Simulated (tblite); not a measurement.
H2O, charge +1, doublet, at a GFN2-xTB geometry (a state made from the parent by changing its charge; the spin is typed, not shown lowest); GFN1-xTB (tblite 0.6.0).

tblite was given this input:
```
$ tblite run mol.xyz --method gfn1 --charge 1 --spin 1 --spin-polarized --json tblite.json --no-restart

# file mol.xyz
3

O      0.00838048     0.00164066     0.09925610
H     -0.05320696     0.86638286    -0.40979171
H     -0.01383690    -0.87950812    -0.38425707
```

The log (banner, timings and long lists left out):

```
xTB calculator
 | screened Coulomb repulsion
 | Coulomb electrostatics
 |  * isotropic Klopman-Ohno-Mataga-Nishimoto electrostatics
 |  * onsite third-order electrostatics
 | DFT-D3(BJ) dispersion correction
 | Interactions (1)
 | [1] spin polarization

halogen bonding energy    0.0000000000000E+00 Eh
repulsion energy          2.4572815960611E-02 Eh
dispersion energy        -1.3761121079117E-04 Eh
interaction energy        0.0000000000000E+00 Eh
number of electrons       7.0000000000000E+00 e
integral cutoff           1.9731147476801E+01 bohr

------------------------------------------------------------
  cycle        total energy    energy error   density error
------------------------------------------------------------
      1     -5.012218237038  -5.0366534E+00   3.7593594E-01
      2     -5.027334838708  -1.5116602E-02   2.0801886E-01
      3     -5.030376083301  -3.0412446E-03   4.6274849E-02
      4     -5.030713753204  -3.3766990E-04   7.8536748E-03
      5     -5.030727992130  -1.4238926E-05   5.6271990E-03
      6     -5.030738416268  -1.0424138E-05   1.9438019E-04
      7     -5.030738426735  -1.0467040E-08   1.7643090E-06
------------------------------------------------------------

electronic energy        -5.0551736314845E+00 Eh
total energy             -5.0307384267347E+00 Eh

Post processing:
 | Mayer-Wiberg bond orders

[Info] JSON dump of results written to 'tblite.json'
```
